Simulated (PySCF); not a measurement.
C₃H₅BFNO. Atoms are numbered in the order given.

```xyz
12

C     -0.5131     2.9409     0.0000
N      0.2733     1.7354     0.0000
C     -0.3234     0.6034     0.0000
B      0.5111    -0.7186     0.0000
F      1.8326    -0.7064     0.0000
C     -0.2233    -2.1513     0.0000
O     -1.4361    -2.2335     0.0000
H     -1.6086     2.7707     0.0000
H     -0.2376     3.5468    -0.8804
H     -0.2376     3.5468     0.8804
H     -1.4324     0.5359     0.0000
H      0.4014    -3.0885     0.0000
```

The structure is a stationary point at B3LYP-D3(BJ)/def2-SVP. The structure was generated by enumeration; whether it is a known compound was not checked. The values are those of a single conformer.

These are PBE/def2-TZVP in PySCF values and carry that method's errors.

Gas-phase values at a fixed geometry.

```
Quantity                                                                                                         Value
---------------------------------------------------------------------------------------------  -----------------------
total energy                                                                                        -371.72154 hartree
point group                                                                                                         Cs
highest occupied level                                                                                        -5.68 eV
lowest empty level                                                                                            -4.09 eV
orbital gap                                                                                                    1.60 eV
dipole moment                                                                                                   1.31 D
quadrupole, principal values (traceless, Buckingham form, about the centre of nuclear charge)  -14.19, 3.18, 11.01 D·Å
mean static polarisability                                                                        65.3 bohr³ (9.68 Å³)
polarisability, principal values                                                                39.8, 62.3, 93.8 bohr³
```
